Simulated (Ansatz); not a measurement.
`[SiH3]/C=C/[SiH3]` + `OC([SiH3])S` → `[SiH3]OC([SiH3])S` + `C=C[SiH3]`  (ligand exchange at the Si–C bond)

Computed with Ansatz on PBE0-D4/def2-TZVP structures; ΔE is electronic, products minus reactants. CBS: MP2 limit from def2 TZ/QZ plus the TZ coupled-cluster correction, frozen cores. This one scheme is used for every species. Functionals use def2-TZVPP. B3LYP here is the variant with VWN-RPA as its local correlation; programs differ in this. One conformer a species, not always the lowest.

```tsv
level	ΔE (kJ/mol)	difference from CCSD(T)/CBS
PBE-D4	-90.5	11.4
r2SCAN-D4	-100.8	1.1
B3LYP-D4	-105.1	-3.2
ωB97M-V	-102.2	-0.3
PBE	-87.7	14.2
r2SCAN	-100.0	1.9
SCS-MP2/def2-QZVPP	-106.4	-4.5
HF/CBS(def2)	-113.5	-11.6
MP2/CBS(def2)	-104.7	-2.8
CCSD/CBS(def2)	-103.0	-1.1
CCSD(T)/CBS	-101.9	0
```

Largest T1 diagnostic among the species: 0.012.

In def2-TZVPP, CCSD(T) changes the Hartree–Fock value by +10.3 kJ/mol (the triples alone add +1.1 kJ/mol) and MP2 by +7.5 kJ/mol. The D4 term adds −4.7 kJ/mol with B3LYP and −2.6 kJ/mol with PBE0; it sums over pairs of atoms, weighted by their polarisabilities, and B3LYP, whose exchange is more repulsive, gets the larger term. From PBE to PBE0 (25 % exact exchange), in def2-TZVPP and without D4, ΔE moves by −4.2 kJ/mol.
